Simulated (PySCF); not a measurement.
# C2H6Cl2Si

The system: C2H6Cl2Si, a small molecule; neutral, singlet. The structure, one conformer, was relaxed in the gas phase by PBE0-D3(BJ)/def2-SVP. No frequency run checks that it is a minimum.

SMILES: CC([SiH3])(Cl)Cl

```xyz
11

C    -0.180   -0.126    0.425
Si    1.603    0.069   -0.241
C    -1.272   -0.094   -0.620
Cl   -0.235   -1.703    1.295
Cl   -0.442    1.210    1.602
H     2.550    0.012    0.904
H     1.698    1.383   -0.944
H     1.867   -1.039   -1.205
H    -2.257   -0.210   -0.145
H    -1.126   -0.913   -1.340
H    -1.248    0.866   -1.157
```
Atom numbers follow the order of the file, from 1.

Shieldings: GIAO PBE0/pcSseg-2. Shifts are against computed references at the same level: C TMS (σ 184.1 ppm), H TMS (σ 31.24 ppm), Si TMS (σ 341.3 ppm). Core levels by delta-SCF with SCAN, pcX-2 on the ionised atom and pcseg-1 elsewhere, spin-free X2C (2p3/2 is the spin-free 2p value less a third of a first-order spin-orbit splitting); from the vacuum level, for chosen atoms.

Give the NMR and core-level values of the distinct atoms.


```csv
atoms,bonded to,σ (ppm),δ (ppm),core level (eV)
C1,1 C + 2 Cl + 1 Si,95.6,88.5,1s 293.34
Si2,1 C + 3 H,385.2,-43.9,2p3/2 107.23
C3,1 C + 3 H,146.6,37.6,1s 291.48
Cl4 Cl5,1 C,625.3,-,2p3/2 206.07
H6 H7 H8,1 Si,26.92,4.32,-
H9 H10 H11,1 C,29.19,2.05,-
```

Values are those of this one static structure, with the three H of a rotating XH3 group averaged; atoms that internal rotation interchanges would show their mean in an NMR spectrum.

Which of C1, C3 holds its core electrons tightest, and by how much against the loosest?

C1 (bonded to 1 C + 2 Cl + 1 Si), by 1.86 eV over C3 (bonded to 1 C + 3 H).

By CAM-B3LYP/def2-SVPD (TDDFT singlets, Tamm-Dancoff triplets, ionisation by delta-SCF), where does absorption start, and what does vertical ionisation take?

The lowest singlet lies at 6.47 eV (f 0.011), the strongest of the first 6 at 7.67 eV (f 0.019), the lowest triplet at 5.82 eV; vertical ionisation takes 10.44 eV.

The 3 runs behind this took 2 min in all, one thread each of AMD EPYC 7R43 64-Core on a shared host, launched as `OMP_NUM_THREADS=1 python cluster_run.py task.json out`.
